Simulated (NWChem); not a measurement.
Molecule: C$_{4}$H$_{4}$F$_{2}$; SMILES C#CCC(F)F

```xyz
10

C      0.1840     2.7155    -0.1658
C     -0.2478     1.6102     0.0701
C     -0.7641     0.2762     0.3333
C      0.0417    -0.8253    -0.3301
F     -0.5529    -2.0120    -0.0765
F      1.2868    -0.8678     0.1822
H      0.5697     3.6978    -0.3684
H     -1.8047     0.1919    -0.0201
H     -0.7717     0.0663     1.4161
H      0.1197    -0.6982    -1.4241
```
Atoms are numbered in this order, from 1.

Computed with NWChem. Medium grid unless said otherwise, to which SCAN and Minnesota functionals are sensitive. Coordinates come from a PBE0/def2-SVP optimisation. Hybrids' shares of exact exchange are those that their runs print; pure functionals count as 0. The functionals differ in more than this share.

```
row                    share of exact exchange  orbital gap (eV)
---------------------  -----------------------  ----------------
PBE/def2-SVP                              0.00              6.61
BLYP/def2-SVP                             0.00              6.57
B3LYP/def2-SVP                            0.20              8.44
M06/def2-SVP                              0.27              8.96
MN15/def2-SVP                             0.44          withheld
M06-2X/def2-SVP                           0.54             11.19
Hartree-Fock/def2-SVP                     1.00             15.61
```

Q: Fit a straight line of the last column on the one before it, predict the withheld value, and compare with the run.

A: 
1. Means of the 6 shown rows: x = 0.335, y = 9.563. Slope Σ(x − x̄)(y − ȳ)/Σ(x − x̄)² = 6.537/0.7312 = 8.941; intercept 6.568.
2. The shown rows scatter about the line by 0.102 (root mean square); the largest residual is -0.21, at M06-2X/def2-SVP.
3. At x = 0.44 (MN15/def2-SVP; inside the shown range) the line gives 10.50.
4. The run gives 10.37, -0.13 from the line, 1.3 times the scatter.
